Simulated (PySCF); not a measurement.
Molecule: `C/N=C/[C@@H]1[C@H]2CC[C@@H]12`, C7H11N.

Bonds (- single, = double, # triple, : aromatic): C1-N2, N2=C3, C3-C4, C4-C5, C5-C6, C6-C7, C7-C8, C8-C4, C8-C5. C1 carries H9, H10, H11; C3 carries H12; C4 carries H13; C5 carries H14; C6 carries H15, H16; C7 carries H17, H18; C8 carries H19. Stereochemistry as in C/N=C/[C@@H]1[C@H]2CC[C@@H]12. H16, H18 are cis to C4 on the ring; H15, H17 are trans to C4 on the ring.

Frames of a GFN2-xTB Langevin trajectory at 300 K; GIAO PBE0/pcSseg-1 shieldings in PySCF 2.14.0 with density-fitted response routines, gas phase, non-relativistic; equivalent atoms averaged within each frame.

Shifts are taken against calculated references (same method and geometry level): TMS for 13C (186.93 ppm), 1H (31.72 ppm); NH3 for 15N (267.73 ppm). The references are static minima.

Question: How do the shifts (ppm) fluctuate along the trajectory?

Answer: 
```tsv
time (fs)	C3	C1	C4	C6/C7	C5/C8	N2	H12	H9/H10/H11	H13	H15/H17
optimised geometry	166.5	51.4	39.3	24.8	23.8	361.8	6.84	3.59	1.71	2.20
250	166.7	48.9	38.2	22.1	20.4	353.9	6.67	3.88	2.74	2.04
425	158.0	49.8	47.1	27.3	25.9	347.1	7.85	3.69	1.80	2.31
625	170.8	54.8	43.0	29.0	25.1	361.1	6.91	4.48	1.61	2.69
800	177.2	55.3	39.9	21.8	25.5	404.9	7.15	3.86	2.94	2.42
1000	169.2	50.3	41.6	28.0	27.5	361.5	6.59	3.82	1.72	2.88
mean of frames	168.4	51.8	42.0	25.6	24.9	365.7	7.03	3.95	2.16	2.47
standard deviation	7.0	3.0	3.4	3.4	2.7	22.7	0.51	0.31	0.62	0.33
```

5 frames give an uncertainty of the mean of about the standard deviation over 2.2 at best, since frames this close in time may not be independent; classical motion lacks zero-point vibration, and the reference would need the same averaging.
